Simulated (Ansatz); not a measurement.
Coupled-cluster run, C3H8BCl (`CBCCCl`).

```yaml
crystal:
  periodic: [false, false, false]
  atoms:
    - {symbol: C, position_ang: [-1.541461, 0.301643, -0.870526]}
    - {symbol: B, position_ang: [-0.672069, -0.856824, -0.300298]}
    - {symbol: C, position_ang: [0.698552, -0.694354, 0.436902]}
    - {symbol: C, position_ang: [1.243971, 0.704126, 0.570954]}
    - {symbol: Cl, position_ang: [2.809404, 0.744034, 1.442737]}
    - {symbol: H, position_ang: [-2.001281, 0.040834, -1.828116]}
    - {symbol: H, position_ang: [-1.059123, 1.277288, -0.953133]}
    - {symbol: H, position_ang: [-2.390243, 0.414740, -0.177801]}
    - {symbol: H, position_ang: [-1.093953, -1.979167, -0.390903]}
    - {symbol: H, position_ang: [1.425897, -1.340061, -0.075463]}
    - {symbol: H, position_ang: [0.598425, -1.161498, 1.426756]}
    - {symbol: H, position_ang: [1.430628, 1.162923, -0.399620]}
    - {symbol: H, position_ang: [0.571550, 1.351415, 1.133412]}
basis:
  gaussian: {orbitals: def2-SVP}
correlation: {method: ccsd_t}
```

```sh
$ ansatz run in.yaml --threads 4 --pin off --events-out ev --progress --plain --max-ram 10444MiB
```

The program prints (abridged):

```
Functional definition: HF
1158 factors; integrals over basis functions are off by at most 1.3e-3 eV
mean field evaluation 1: about -16383.8049 eV, gradient 3.0e1 eV
mean field evaluation 2: about -16383.9087 eV, gradient 3.0e1 eV
mean field evaluation 4: about -16386.5658 eV, gradient 2.9e0 eV
mean field evaluation 8: about -16386.5987 eV, gradient 1.4e-1 eV
mean field -16386.59878064 eV, -602.1963979530 hartree, gradient 1.0e-6 eV, S^2 0.000000; 0 other end points of the search recorded, 0 dependent functions left out
9 core orbitals not correlated: weight in the atoms' cores, before any rotation towards them, 1.000 or more for the frozen orbitals, at most 0.000 for the correlated occupied ones
reference -16386.59878064 eV, -602.1963979530 hartree; 15, 15 occupied and 90, 90 virtual orbitals, 1158 factors
second order -17.56778749 eV of doubles, -0.00000000 eV of singles
cycle   1  -18.83017160 eV  change    -1.3e0 eV  update   8.4e-2
cycle   2  -19.30873752 eV  change   -4.8e-1 eV  update   2.4e-2
cycle   3  -19.37214243 eV  change   -6.3e-2 eV  update   8.7e-3
cycle   4  -19.37197224 eV  change    1.7e-4 eV  update   2.2e-3
cycle   5  -19.37182785 eV  change    1.4e-4 eV  update   6.5e-4
cycle   6  -19.37169317 eV  change    1.3e-4 eV  update   2.1e-4
cycle   7  -19.37164381 eV  change    4.9e-5 eV  update   7.3e-5
cycle   8  -19.37163641 eV  change    7.4e-6 eV  update   2.7e-5
perturbative correction -0.53448966 eV, -0.0196421327 hartree
Total energy: -16406.50490671 eV, -602.9279345932 hartree
```

It took 5.5 s on 4 threads of an Arm Neoverse V2 on a shared host, with 0.6 GiB of host memory at the peak.

Correlation energy per correlated electron: -0.664 eV. T1 diagnostic: 0.0085.
